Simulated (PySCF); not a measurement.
# Which determinant of AlIn⁺ lies lowest?

Unrestricted PBE0; PySCF, spin-free X2C with a Gaussian nucleus, basis sets Al x2c-SVPall, In x2c-SVPall. Outer shells of the fragments: Al 3s2 3p1; In+ 4d10 5s2.

Followed along the bond (rough minima from three points):

```tsv
2Ms+1	unpaired	⟨S²⟩ at the start	R at minimum (Å)	Te (eV)
2	σ ↑	0.76	3.44	0.00
2	π ↑	0.75	2.99	0.55
4	σ ↑↑, π ↑	3.75	2.67	3.07
```

Solutions found at the starting distance of 2.685 Å, counted from the lowest of them; the search is not exhaustive and high or unbound solutions are not listed, so other states can lie among these:

```tsv
2Ms+1	unpaired	term	E (eV)	⟨S²⟩	⟨Lz²⟩	μ (D)
2	σ ↑	²Σ⁺	0.00	0.76	0.00	-3.69
2	π ↑	²Π	0.09	0.75	1.00	-3.35
4	σ ↑↑, π ↑	⁴Π	2.49	3.75	1.00	-3.24
4	σ ↑, π ↑↑	⁴Σ⁻	2.88	3.76	0.00	-2.72
2	σ ↑↑, π ↓	mixed	3.08	1.75	1.00	-3.53
2	σ ↑, π ↑↓	mixed	3.49	1.77	2.01	-3.09
2	σ ↑	mixed	3.98	0.95	2.00	-3.42
4	σ ↑, π ↑↑	mixed	4.68	3.77	2.01	-4.32
4	σ ↑↑↑	⁴Σ⁺	7.19	3.75	0.00	-4.83
```

A term symbol is given only where ⟨S²⟩ and ⟨Lz²⟩ are close to those of a pure state; real π, δ and φ orbitals otherwise mix terms. A positive dipole points towards In; it is taken about the centre of mass and depends on that origin.

Task: Compare the gap between the two lowest followed solutions at the starting distance with the gap between their minima.

Result: At PBE0 the second solution (doublet, unpaired electrons π ↑) lies +0.09 eV from the first (doublet, unpaired electrons σ ↑) at 2.685 Å and +0.55 eV at the minima; the two curves relax by different amounts, since their minima lie near 2.99 and 3.44 Å.

Spin–orbit coupling is left out. Counting both spins, an empty level lies below a filled one in some of these solutions, because spin and occupation are held.
